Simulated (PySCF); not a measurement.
## Nonlinear optical response: SMILES C=C/C=C1/C=CC(C(C)=O)=C1, C10H10O

Geometry:
```csv
atom,x (Å),y (Å),z (Å)
C1,-4.447,0.261,0.297
C2,-3.107,0.362,0.320
C3,-2.237,-0.613,-0.289
C4,-0.876,-0.569,-0.301
C5,0.003,-1.562,-0.921
C6,1.286,-1.169,-0.721
C7,1.283,0.093,0.035
C8,2.451,0.889,0.479
C9,3.820,0.362,0.127
O10,2.306,1.921,1.100
C11,-0.011,0.448,0.284
H12,-5.085,1.013,0.766
H13,-4.943,-0.582,-0.194
H14,-2.639,1.217,0.819
H15,-2.725,-1.461,-0.784
H16,-0.342,-2.453,-1.445
H17,2.179,-1.694,-1.061
H18,3.968,-0.643,0.552
H19,3.928,0.268,-0.966
H20,4.586,1.044,0.516
H21,-0.314,1.341,0.828
```

Computed with quadratic response CAM-B3LYP/def2-SVPD first hyperpolarisability, Taylor convention, gas phase (PySCF 2.14.0). Geometry: PBE0-D3(BJ)/def2-SVP.

(1) What is the first hyperpolarisability, and how does it disperse?

(2) Which lowest excitations, dipole and polarisabilities go with it?

Results:

(1) In 10⁻³⁰ esu, Taylor convention; the vector part is βᵢ = ⅓ Σⱼ (βᵢⱼⱼ + βⱼᵢⱼ + βⱼⱼᵢ); β∥ is 3/5 of the vector part along the dipole, the dipole points from − to +:
```tsv
process	λ (nm)	β vector norm	β∥	β HRS	depolarisation ratio
static β(0;0,0)	∞	7.92	3.33	3.22	5.37
second harmonic β(−2ω;ω,ω)	1907	9.27	3.90	3.75	5.32
Pockels β(−ω;ω,0)	1907	8.34	3.50	–	–
second harmonic β(−2ω;ω,ω)	1064	13.73	5.76	5.54	5.14
Pockels β(−ω;ω,0)	1064	9.38	3.94	–	–
```

(2) S1 3.08 eV (f = 0.002); S2 3.65 eV (f = 0.000); S3 4.19 eV (f = 0.865); dipole 3.77 D; isotropic α 144.0 au static, 145.3 au at 1907 nm, 148.3 au at 1064 nm, 149.4 au at 953.5 nm, 165.7 au at 532 nm.
